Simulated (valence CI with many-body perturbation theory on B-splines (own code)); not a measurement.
Hyperfine factors and g values of Gd32+

Calculated by configuration interaction combined with many-body perturbation theory (CI+MBPT): four valence electrons over a frozen Dirac-Fock core [Ar] 3d10, a basis of 11 s, 11 p, 9 d, 7 f, 5 g, 2 h, 1 i functions for each j, with the one-electron correlation potential Σ1, the two-electron term Σ2, the three-electron term Σ3, Breit, model QED; selected CI, second order for the rest (own B-spline code, finite nucleus).

No measured spectrum was set against this ion. As an estimate, large intervals hold to a few tenths of a per cent, small ones and those within an open d or f shell to about a per cent.

A/g_I is the dipole constant over the nuclear g factor μ/I (μ in nuclear magnetons, uniformly magnetised nucleus), B/Q the quadrupole constant per barn. Both hold the static response of the core; the bare values leave it out. Large factors of s and p1/2 electrons are usually good to 5 to 10 %; those of open d and f shells near neutrality can be off by tens of per cent, and small factors of p3/2, d and f electrons come from cancelling terms and can be off by a factor of two or in sign, in half-filled shells by more. B is blank for J = 1/2, where it vanishes, and for nearly pure S terms. Energies count from the lowest level. Levels with J = 0 are left out.

Levels are named by their leading jj configuration (3d3/2^4 stands for four electrons in 3d with j = 3/2), which in mixed levels can hold well under half, so a name can repeat and another be missing. Letters in brackets count levels of one name in rising energy.

| Level | E (eV) | g | A/g_I (MHz) | A/g_I bare | B/Q (MHz/b) | B/Q bare |
| --- | --- | --- | --- | --- | --- | --- |
| (4s^2 4p1/2 4p3/2) J=1 | 40.01 | 1.498 | -17900 | -17500 | 30900 | 29700 |
| (4s^2 4p1/2 4p3/2) J=2 | 43.40 | 1.192 | 80900 | 77800 | 49400 | 47500 |
| (4s^2 4p3/2^2) J=2 | 85.97 | 1.303 | 32900 | 31500 | 12000 | 11600 |
| (4s 4p1/2^2 4p3/2) J=2 | 111.58 | 1.633 | 201000 | 193000 | 48200 | 46300 |
| (4s 4p1/2^2 4p3/2) J=1 | 123.32 | 0.997 | -130000 | -125000 | 45900 | 44200 |
| (4s 4p1/2 4p3/2^2) J=2 [a] | 148.31 | 1.519 | 136000 | 131000 | 27300 | 26300 |
| (4s 4p1/2 4p3/2^2) J=3 | 155.03 | 1.324 | 171000 | 164000 | -5880 | -5600 |
| (4s^2 4p1/2 4d3/2) J=2 | 157.03 | 0.853 | 56000 | 54200 | -1800 | -1610 |
| (4s 4p1/2 4p3/2^2) J=1 [a] | 165.01 | 1.247 | 28700 | 27800 | -43000 | -41300 |
| (4s 4p1/2 4p3/2^2) J=1 [b] | 169.90 | 1.349 | 262000 | 252000 | 5680 | 5490 |
| (4s 4p1/2 4p3/2^2) J=2 [b] | 170.23 | 0.986 | 3950 | 3900 | -920 | -876 |
| (4s^2 4p1/2 4d3/2) J=1 | 176.63 | 0.940 | -71700 | -68600 | 11200 | 10800 |
| (4s^2 4p1/2 4d5/2) J=3 | 176.79 | 1.114 | 50200 | 48700 | 19400 | 18800 |
| (4s^2 4p1/2 4d5/2) J=2 | 178.91 | 1.295 | -1760 | -1290 | 10300 | 10000 |
| (4s 4p3/2^3) J=2 | 200.55 | 1.373 | 160000 | 154000 | -50900 | -48900 |
| (4s^2 4p3/2 4d3/2) J=1 | 209.34 | 1.176 | -27100 | -26000 | -18000 | -17300 |
| (4s^2 4p3/2 4d3/2) J=2 | 211.42 | 1.026 | 17300 | 16700 | -6430 | -6150 |
| (4s^2 4p3/2 4d5/2) J=4 | 212.64 | 1.248 | 15800 | 15400 | 74900 | 72200 |
| (4s^2 4p3/2 4d3/2) J=3 | 213.72 | 1.163 | 25700 | 25000 | 42200 | 40700 |
| (4s 4p3/2^3) J=1 | 220.34 | 1.304 | -73200 | -70000 | -22700 | -21800 |
| (4s^2 4p3/2 4d5/2) J=2 | 223.87 | 1.294 | 58200 | 56300 | -45300 | -43600 |
| (4s^2 4p3/2 4d5/2) J=3 | 228.41 | 1.138 | 18100 | 17600 | 20600 | 20000 |
| (4s 4p1/2^2 4d3/2) J=1 | 230.99 | 0.363 | -154000 | -148000 | 4840 | 4730 |
| (4s 4p1/2^2 4d3/2) J=2 | 231.86 | 1.226 | 144000 | 139000 | 4590 | 4540 |
| (4s^2 4p3/2 4d5/2) J=1 | 232.96 | 0.968 | -21400 | -20000 | 6600 | 6430 |
| (4p1/2^2 4p3/2^2) J=2 | 239.11 | 1.259 | 10100 | 10200 | 736 | 725 |
| (4s 4p1/2^2 4d5/2) J=3 | 244.28 | 1.374 | 117000 | 113000 | 12100 | 11800 |
| (4s 4p1/2^2 4d5/2) J=2 | 255.91 | 0.965 | -46600 | -44500 | 20200 | 19700 |
| (4s 4p1/2 4p3/2 4d3/2) J=1 [a] | 265.51 | 1.224 | 96600 | 93200 | -30100 | -29000 |
| (4s 4p1/2 4p3/2 4d3/2) J=2 [a] | 266.29 | 1.154 | 83600 | 80600 | -24600 | -23700 |
| (4s 4p1/2 4p3/2 4d3/2) J=3 [a] | 267.73 | 1.183 | 105000 | 102000 | 326 | 381 |
| (4s 4p1/2 4p3/2 4d3/2) J=4 | 271.98 | 1.256 | 111000 | 107000 | 29200 | 28200 |
| (4s 4p1/2 4p3/2 4d5/2) J=4 [a] | 274.17 | 1.382 | 94200 | 91100 | 71200 | 68500 |
| (4s 4p1/2 4p3/2 4d3/2) J=2 [b] | 276.97 | 1.020 | 70800 | 68200 | -49400 | -47400 |

Q: Take the isotope of mass number 157, with I = 3/2, μ = -0.3398 μN and Q = 1.35 b. What is the hyperfine structure of (4s^2 4p1/2 4d3/2) J=2?

A: From the table A = -12700 MHz, B = -2440 MHz. Shifts from the centre of gravity in MHz: F = 1/2: 55000, F = 3/2: 38100, F = 5/2: 7880, F = 7/2: -38700.
